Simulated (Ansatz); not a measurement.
Calculated with Ansatz (gas phase, PBE0-D4/def2-TZVP geometries, no zero-point term in ΔE). CCSD(T)/CBS adds triple-zeta CCSD(T) − MP2 to the extrapolated MP2 energy (def2 sets, frozen cores). DFT in def2-TZVPP. For Se outer-core shells are correlated without core-valence functions, which leaves a few kJ/mol of doubt a bond. Scalar relativity is left out up to krypton. One conformer a species, not always the lowest.

Consider the ligand exchange at the Si–C bond: `[SiH3]CC[SeH]` + `COB(O)F` → `COB(F)O[SiH3]` + `CC[SeH]`.

`[SiH3]CC[SeH]`:

Cartesian coordinates in Å:
```
Si -1.595 0.624 -0.568
C 0.242 0.492 -0.173
C 0.647 -0.905 0.252
Se 2.564 -1.126 0.607
H -2.406 0.270 0.628
H -1.938 2.009 -0.988
H -1.951 -0.315 -1.667
H 0.815 0.803 -1.052
H 0.475 1.214 0.616
H 0.109 -1.236 1.140
H 0.450 -1.636 -0.536
H 2.589 -0.193 1.741
```

`COB(O)F`:

Cartesian coordinates in Å:
```
C -1.185 0.259 0.620
O -0.197 -0.743 0.482
B 0.893 -0.574 -0.285
O 1.129 0.570 -0.984
F 1.765 -1.584 -0.347
H -2.141 -0.138 0.272
H -0.937 1.155 0.048
H -1.277 0.519 1.676
H 1.949 0.536 -1.482
```

`COB(F)O[SiH3]`:

Cartesian coordinates in Å:
```
C 0.719 -0.357 -2.068
O 0.256 -0.258 -0.735
B 0.042 0.925 -0.115
F 0.263 2.081 -0.743
O -0.402 0.957 1.161
Si -0.766 -0.279 2.198
H 0.886 0.626 -2.512
H -0.022 -0.898 -2.659
H 1.654 -0.919 -2.075
H -1.859 -1.114 1.642
H -1.206 0.353 3.463
H 0.434 -1.118 2.442
```

`CC[SeH]`:

Z-matrix (Å, degrees):
```
C
C 1 1.512
H 1 1.091 2 111.2
H 1 1.095 2 110.4 3 120.3
H 1 1.092 2 111.2 3 -120.1
Se 2 1.958 1 114.0 3 57.4
H 2 1.090 1 112.1 3 -179.9
H 2 1.092 1 111.4 3 -59.4
H 6 1.469 2 95.0 1 63.4
```

CCSD(T)/CBS gives -98.0 kJ/mol.

(1) Another level gave -100.8 kJ/mol. Which?
A. CCSD/def2-TZVPP
B. PBE0/def2-TZVPP
C. HF/def2-TZVPP
D. r2SCAN-D4/def2-TZVPP

Largest T1 diagnostic among the species: 0.012.

Results:

(1) A. CCSD/def2-TZVPP -100.8, r2SCAN-D4 -96.6, HF/def2-TZVPP -120.8, PBE0 -89.7 kJ/mol.

In def2-TZVPP, CCSD(T) changes the Hartree–Fock value by +23.2 kJ/mol (the triples alone add +3.1 kJ/mol) and MP2 by +23.0 kJ/mol. From PBE to PBE0 (25 % exact exchange), in def2-TZVPP and without D4, ΔE moves by −4.9 kJ/mol.
